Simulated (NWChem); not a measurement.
System: C$_{3}$H$_{7}$O$_{2}$, doublet; SMILES [C](CO)(O)C

Here is an NWChem input.

```
start job
memory heap 200 mb stack 900 mb global 1100 mb
geometry units angstroms noautosym nocenter noautoz
  C     -1.273860    -1.106004     0.097599
  C      0.046543    -0.537511    -0.272132
  O      1.081227    -1.067702     0.452943
  C      0.185154     0.887372    -0.683959
  O     -0.106533     1.809774     0.351906
  H     -1.629019    -0.726524     1.076221
  H     -2.035459    -0.840431    -0.649876
  H     -1.216336    -2.202488     0.171660
  H      1.910481    -0.710799     0.112884
  H     -0.517327     1.113698    -1.500677
  H      1.207828     1.055171    -1.090097
  H      0.402722     1.540496     1.124612
end
basis spherical
  * library 6-31g*
end
dft
  odft
  mult 2
  xc hfexch
  iterations 150
  mulliken
end
task dft energy
esp
  recalculate
  probe 0.07
  range 0.3
  factor 1.0
  spacing 0.02
end
task esp
```

NWChem printed, in part:

```
             Northwest Computational Chemistry Package (NWChem) 7.3.0
             --------------------------------------------------------

                             Geometry "geometry" -> ""
                             -------------------------

 Output coordinates in angstroms (scale by  1.889725989 to convert to a.u.)

  No.       Tag          Charge          X              Y              Z
 ---- ---------------- ---------- -------------- -------------- --------------
    1 C                    6.0000    -1.27386000    -1.10600400     0.09759900
    2 C                    6.0000     0.04654300    -0.53751100    -0.27213200
    3 O                    8.0000     1.08122700    -1.06770200     0.45294300
    4 C                    6.0000     0.18515400     0.88737200    -0.68395900
    5 O                    8.0000    -0.10653300     1.80977400     0.35190600
    6 H                    1.0000    -1.62901900    -0.72652400     1.07622100
    7 H                    1.0000    -2.03545900    -0.84043100    -0.64987600
    8 H                    1.0000    -1.21633600    -2.20248800     0.17166000
    9 H                    1.0000     1.91048100    -0.71079900     0.11288400
   10 H                    1.0000    -0.51732700     1.11369800    -1.50067700
   11 H                    1.0000     1.20782800     1.05517100    -1.09009700
   12 H                    1.0000     0.40272200     1.54049600     1.12461200

 Effective nuclear repulsion energy (a.u.)     185.2278920557

  xc_inp: hfexch multiplicative factor not found.

                                 NWChem DFT Module
                                 -----------------

 Summary of "ao basis" -> "ao basis" (spherical)
 ------------------------------------------------------------------------------
       Tag                 Description            Shells   Functions and Types
 ---------------- ------------------------------  ------  ---------------------
 C                           6-31g*                  6       14   3s2p1d
 O                           6-31g*                  6       14   3s2p1d
 H                           6-31g*                  2        2   2s

            General Information
            -------------------
          SCF calculation type: DFT
          Wavefunction type:  spin polarized.
          No. of atoms     :    12
          No. of electrons :    41
           Alpha electrons :    21
            Beta electrons :    20
          Charge           :     0
          Spin multiplicity:     2
          Use of symmetry is: off; symmetry adaption is: off
          Maximum number of iterations: 150
          AO basis - number of functions:    84
                     number of shells:    44
          Convergence on energy requested:  1.00D-06
          Convergence on density requested:  1.00D-05
          Convergence on gradient requested:  5.00D-04

              XC Information
              --------------
                     Hartree-Fock (Exact) Exchange  1.000

      Superposition of Atomic Density Guess
      -------------------------------------

 Sum of atomic energies:        -265.97709468

      Non-variational initial energy
      ------------------------------

 Total energy =    -268.582212
 1-e energy   =    -728.811305
 2-e energy   =     275.001200
 HOMO         =      -0.082337
 LUMO         =       0.115543

     ---------------------------------------------
      Total Density - Mulliken Population Analysis
     ---------------------------------------------

    Atom       Charge   Shell Charges
 -----------   ------   -------------------------------------------------------
    1 C    6     6.71   2.00  0.72  2.05  0.67  1.24  0.03
    2 C    6     5.63   2.00  0.71  1.66  0.49  0.72  0.06
    3 O    8     8.81   2.00  0.93  3.04  0.92  1.90  0.02
    4 C    6     6.08   2.00  0.69  1.81  0.59  0.93  0.06
    5 O    8     8.88   2.00  0.93  3.07  0.91  1.94  0.02
    6 H    1     0.77   0.46  0.32
    7 H    1     0.77   0.46  0.30
    8 H    1     0.77   0.46  0.31
    9 H    1     0.47   0.36  0.11
   10 H    1     0.81   0.48  0.33
   11 H    1     0.82   0.48  0.34
   12 H    1     0.47   0.36  0.11

     --------------------------------------------
      Spin Density - Mulliken Population Analysis
     --------------------------------------------

    Atom       Charge   Shell Charges
 -----------   ------   -------------------------------------------------------
    1 C    6     0.02   0.00  0.00  0.01 -0.00  0.00  0.01
    2 C    6     0.67   0.00  0.01  0.36  0.03  0.27  0.00
    3 O    8     0.10   0.00  0.00  0.08  0.00  0.02  0.00
    4 C    6     0.08   0.00  0.01  0.01  0.01  0.04  0.01
    5 O    8     0.05   0.00  0.01  0.04 -0.01  0.01  0.00
    6 H    1     0.06   0.03  0.04
    7 H    1     0.00   0.00  0.00
    8 H    1     0.01   0.01  0.01
    9 H    1     0.00   0.00 -0.00
   10 H    1     0.00   0.00  0.00
   11 H    1     0.00   0.00  0.00
   12 H    1     0.00   0.00  0.00

   convergence    iter        energy       DeltaE   RMS-Dens  Diis-err
 ---------------- ----- ----------------- --------- --------- ---------
 d= 0,ls=0.0,diis     1   -267.2297311144 -4.52D+02  4.48D-03  1.80D-01
                                                     3.42D-03  1.78D-01
 d= 0,ls=0.0,diis     2   -267.3127774875 -8.30D-02  1.63D-03  4.33D-02
                                                     1.49D-03  4.46D-02
 d= 0,ls=0.0,diis     3   -267.3314863231 -1.87D-02  1.03D-03  3.66D-03
                                                     5.36D-04  3.53D-03
 d= 0,ls=0.0,diis     4   -267.3344741844 -2.99D-03  3.81D-04  2.21D-04
                                                     2.12D-04  2.68D-04
 d= 0,ls=0.0,diis     5   -267.3348460584 -3.72D-04  2.01D-04  4.68D-05
                                                     1.51D-04  6.68D-05
  Resetting Diis
 d= 0,ls=0.0,diis     6   -267.3349468702 -1.01D-04  6.38D-05  8.85D-06
                                                     6.57D-05  1.12D-05
 d= 0,ls=0.0,diis     7   -267.3349627528 -1.59D-05  1.67D-05  2.45D-06
                                                     1.56D-05  1.54D-06
 d= 0,ls=0.0,diis     8   -267.3349648368 -2.08D-06  9.59D-06  5.88D-07
                                                     1.14D-05  9.99D-07
 d= 0,ls=0.0,diis     9   -267.3349657749 -9.38D-07  1.56D-05  4.67D-07
                                                     1.54D-05  2.46D-07
 d= 0,ls=0.0,diis    10   -267.3349664327 -6.58D-07  3.55D-06  1.54D-08
                                                     2.59D-06  2.04D-08

         Total DFT energy =     -267.334966432660
      One electron energy =     -732.478624975100
           Coulomb energy =      314.505185344048
    Exchange-Corr. energy =      -34.589418857297
 Nuclear repulsion energy =      185.227892055689

 Numeric. integr. density =        0.000000000000

                    DFT Final Alpha Molecular Orbital Analysis
                    ------------------------------------------

 Vector   19  Occ=1.000000D+00  E=-4.918475D-01
              MO Center=  1.9D-01,  4.5D-01, -2.0D-01, r^2= 3.1D+00
   Bfn.  Coefficient  Atom+Function         Bfn.  Coefficient  Atom+Function
  ----- ------------  ---------------      ----- ------------  ---------------
    32      0.278312   3 O  py               59      0.259771   5 O  px
    36      0.229248   3 O  py               46      0.214084   4 C  py
    63      0.205619   5 O  px               45     -0.198567   4 C  px
    79      0.193049  10 H  s                80      0.189598  10 H  s
    18     -0.175643   2 C  py               33     -0.145241   3 O  pz

[...]

                     NWChem Electrostatic Potential Fit Module
                     -----------------------------------------

 Atom parameters

 Number of atoms is                                   12
 Number of basis functions is                         84

 Grid parameters

 Maximum number of grid points is                  42442
 Number of grid points is                          42441
 Grid range                                     0.300000 nm
 Grid spacing                                   0.020000 nm
 Probe radius                                   0.070000 nm
 Atom radius factor                             1.000000

 Atomic radii

    1    0.100000
    6    0.147000
    8    0.136000
 FASTESP  F
  using M.O. file = ./job.movecs

    Atom              Coordinates                           Charge

                                                  ESP

    1 C    -0.127386   -0.110600    0.009760    0.114505
    2 C     0.004654   -0.053751   -0.027213   -0.065962
    3 O     0.108123   -0.106770    0.045294   -0.555171
    4 C     0.018515    0.088737   -0.068396    0.554373
    5 O    -0.010653    0.180977    0.035191   -0.732433
    6 H    -0.162902   -0.072652    0.107622    0.017181
    7 H    -0.203546   -0.084043   -0.064988   -0.035891
    8 H    -0.121634   -0.220249    0.017166    0.009276
    9 H     0.191048   -0.071080    0.011288    0.393750
   10 H    -0.051733    0.111370   -0.150068   -0.027926
   11 H     0.120783    0.105517   -0.109010   -0.097471
   12 H     0.040272    0.154050    0.112461    0.425767
                                            ------------
                                                0.000000

 Dipole moment                                  0.629794

 Quadrupole moment Qxx                          6.860735
                   Qyy                        -12.830888
                   Qzz                          5.970154

 RMS deviation kJ/mol                           0.071599

 RRMS %                                        29.220645
```

Level: UHF/6-31G* (spherical d). Structure relaxed at the PBE0/def2-SVP, spin-unrestricted level. Not confirmed as a minimum by frequencies. No stability test was run on the SCF state.
